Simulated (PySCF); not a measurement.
Scan of Al2O, singlet: symmetric bend, bond length relaxed. Scanned: Al-O-Al angle. Other coordinates (O-Al bond length) were minimised at B3LYP/def2-TZVP.

Methods: RHF/LANL2DZ = restricted Hartree-Fock/LANL2DZ, with its core potentials past Ne run with PySCF 2.14.0; RKS-B3LYP/6-31G* = restricted B3LYP/6-31G*, spherical d in PySCF; RHF/STO-3G = restricted Hartree-Fock/STO-3G (PySCF); CCSD(T) on RHF/cc-pVTZ, 11 core orbitals frozen (PySCF).

Energies relative to the lowest point of each profile, in kJ/mol; the last columns give the difference from CCSD(T):

| a / ° | RHF/LANL2DZ | RKS-B3LYP/6-31G* | RHF/STO-3G | CCSD(T) | RHF/LANL2DZ − CCSD(T) | RKS-B3LYP/6-31G* − CCSD(T) | RHF/STO-3G − CCSD(T) |
|---|---|---|---|---|---|---|---|
| 180 | 0.0 | 0.0 | 0.1 | 0.0 | 0.0 | 0.0 | 0.1 |
| 170 | 2.0 | 0.4 | 0.0 | 0.5 | 1.5 | -0.1 | -0.5 |
| 160 | 8.1 | 1.7 | 0.2 | 2.0 | 6.1 | -0.3 | -1.7 |
| 150 | 18.5 | 4.0 | 0.7 | 4.7 | 13.8 | -0.6 | -4.0 |
| 140 | 33.7 | 8.0 | 2.1 | 9.1 | 24.5 | -1.2 | -7.0 |
| 130 | 54.0 | 14.4 | 5.7 | 16.1 | 37.9 | -1.8 | -10.4 |
| 120 | 80.3 | 24.5 | 13.5 | 26.9 | 53.4 | -2.4 | -13.4 |
| 110 | 114.2 | 40.5 | 28.4 | 43.3 | 71.0 | -2.8 | -14.8 |
| 100 | 159.1 | 64.7 | 55.6 | 68.1 | 91.0 | -3.4 | -12.5 |
| 90 | 220.7 | 101.5 | 103.2 | 106.6 | 114.0 | -5.1 | -3.4 |
| 80 | 308.5 | 160.6 | 185.8 | 168.8 | 139.7 | -8.2 | 17.0 |

RHF/LANL2DZ is furthest from CCSD(T) at 80 (139.7 kJ/mol, above); its mean absolute difference over the points is 50.3 kJ/mol.

RKS-B3LYP/6-31G* is furthest from CCSD(T) at 80 (-8.2 kJ/mol, below); its mean absolute difference over the points is 2.3 kJ/mol.

RHF/STO-3G is furthest from CCSD(T) at 80 (17.0 kJ/mol, above); its mean absolute difference over the points is 7.7 kJ/mol.
